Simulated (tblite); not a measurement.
Isomers of C9H15F. Computed values, GFN2-xTB/tblite, gas phase, harmonic and unscaled. The method is semi-empirical: single wavenumbers can be off by several per cent or more. One conformer each.

Electronic energies: GFN2-xTB at the same geometries; isomer energies are rough at this level and their order can be wrong.

```csv
SMILES,"electronic energy, lowest = 0 (kJ/mol)"
CC(C)[C@@H]1C=CCC[C@@H]1F,122.6
C[C@@H]1C[C@H]2CC[C@]1(F)CC2,0.0
CC[C@@H]1C[C@@]2(C)[C@@H](F)C[C@@H]12,136.1
```

**Question.** How do GFN2-xTB zero-point energies change the relative energies?

**Answer.** 
| SMILES | ZPE (kJ/mol) | of it from modes above 1550 cm⁻¹ | electronic (kJ/mol) | with ZPE, lowest = 0 (kJ/mol) | lowest mode (cm⁻¹) | rings |
| --- | --- | --- | --- | --- | --- | --- |
| C[C@@H]1C[C@H]2CC[C@]1(F)CC2 | 586.5 | 268.4 | 0.0 | 0.0 | 71 | 3 |
| CC(C)[C@@H]1C=CCC[C@@H]1F | 575.9 | 279.3 | 122.6 | 112.1 | 50 | 1 |
| CC[C@@H]1C[C@@]2(C)[C@@H](F)C[C@@H]12 | 576.4 | 269.7 | 136.1 | 126.0 | 45 | 2 |

The zero-point energies span 10.6 kJ/mol, from `CC(C)[C@@H]1C=CCC[C@@H]1F` to `C[C@@H]1C[C@H]2CC[C@]1(F)CC2`. The order is unchanged.

**Question.** What do entropy and thermal enthalpy add at 298.15 K and 1 bar (rigid rotor, harmonic oscillator, one conformer each)?

**Answer.** 
```json
{"SMILES": "C[C@@H]1C[C@H]2CC[C@]1(F)CC2", "point group": "C1", "symmetry number": "1", "S (J/(mol K))": "381.3", "H − H(0) (kJ/mol)": "26.04", "ZPE + H − H(0) − TS (kJ/mol)": "498.8"}
{"SMILES": "CC(C)[C@@H]1C=CCC[C@@H]1F", "point group": "C1", "symmetry number": "1", "S (J/(mol K))": "415.2", "H − H(0) (kJ/mol)": "30.05", "ZPE + H − H(0) − TS (kJ/mol)": "482.2"}
{"SMILES": "CC[C@@H]1C[C@@]2(C)[C@@H](F)C[C@@H]12", "point group": "C1", "symmetry number": "1", "S (J/(mol K))": "415.5", "H − H(0) (kJ/mol)": "29.74", "ZPE + H − H(0) − TS (kJ/mol)": "482.3"}
```
